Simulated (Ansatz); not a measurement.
The cluster Cu3F3⁺. Total charge 1; doublet. Geometry r2SCAN-D4/def2-SVP, that of the neutral singlet; atoms count from 1.

```
atom    x (Å)    y (Å)    z (Å)
 Cu1   0.6819  -1.1090   0.4929
 Cu2   0.7066   1.0525  -0.5774
 Cu3  -1.3890   0.0579   0.0836
  F4  -1.0497   1.7081  -0.7584
  F5  -1.0867  -1.6192   0.8905
  F6   2.1370  -0.0902  -0.1312
```

The structure comes from a short search, and lower isomers may exist.

**Question.** Estimate the Mulliken populations from the PBE0/def2-TZVP orbitals of Ansatz.

**Answer.** 
| atom | charge (e) | spin (α − β) | d electrons |
| --- | --- | --- | --- |
| Cu1 | 0.78 | 0.40 | 9.55 |
| Cu2 | 0.78 | 0.40 | 9.55 |
| Cu3 | 0.63 | 0.02 | 9.74 |
| F4 | -0.40 | 0.05 | – |
| F5 | -0.40 | 0.05 | – |
| F6 | -0.40 | 0.07 | – |
Mulliken values and Mayer orders depend strongly on the basis.

**Question.** Where does the spin sit?

**Answer.** Summed by element: Cu 0.82, F 0.18, of 1 unpaired in all. Largest on single atoms: Cu1 0.40, Cu2 0.40, F6 0.07.

**Question.** And the Mayer bond orders between bonded heavy atoms (over 0.3)?

**Answer.** Cu1–Cu2 0.41 (2.41 Å); Cu1–F5 0.54 (1.88 Å); Cu1–F6 0.48 (1.88 Å); Cu2–F4 0.54 (1.88 Å); Cu2–F6 0.48 (1.88 Å); Cu3–F4 0.43 (1.88 Å); Cu3–F5 0.43 (1.89 Å).
